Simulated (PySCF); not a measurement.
Molecule: `C1CC=C[C@@H](B)C1`, C6H11B.

Bonds (- single, = double, # triple, : aromatic): B1-C2, C2-C3, C3=C4, C4-C5, C5-C6, C6-C7, C7-C2. B1 carries H8, H9; C2 carries H10; C3 carries H11; C4 carries H12; C5 carries H13, H14; C6 carries H15, H16; C7 carries H17, H18. Stereochemistry as in B[C@@H]1C=CCCC1. H13, H16, H17 are cis to B1 on the ring; H14, H15, H18 are trans to B1 on the ring.

Frames of a GFN2-xTB Langevin trajectory at 300 K; GIAO PBE0/pcSseg-1 shieldings in PySCF 2.14, gas phase, non-relativistic; equivalent atoms averaged within each frame.

Referencing at the same level of theory: 11B (σref 100.07) against BF3·OEt2; 13C (σref 186.93), 1H (σref 31.72) vs TMS. The references are static minima.

How do the shifts (ppm) fluctuate along the trajectory?

Results:


```csv
time (fs),B1,C3,C4,C2,C7,C6,C5,H8/H9,H11,H12
250,92.4,141.5,132.4,45.0,33.7,28.5,27.5,7.71,6.65,5.65
425,83.5,133.7,133.6,51.0,31.5,31.1,34.7,7.84,5.95,6.41
625,89.7,144.6,125.7,42.3,22.6,28.8,32.6,7.59,6.93,5.39
800,91.1,137.7,140.3,44.3,20.9,33.6,35.4,8.13,5.89,7.07
1000,85.7,140.8,137.8,38.5,23.5,23.5,30.5,7.61,6.35,6.31
mean of frames,88.5,139.6,134.0,44.2,26.4,29.1,32.2,7.78,6.35,6.17
standard deviation,3.8,4.1,5.6,4.5,5.7,3.8,3.2,0.22,0.45,0.66
```

5 frames give an uncertainty of the mean of about the standard deviation over 2.2 at best, since frames this close in time may not be independent; classical motion lacks zero-point vibration, and the reference would need the same averaging.
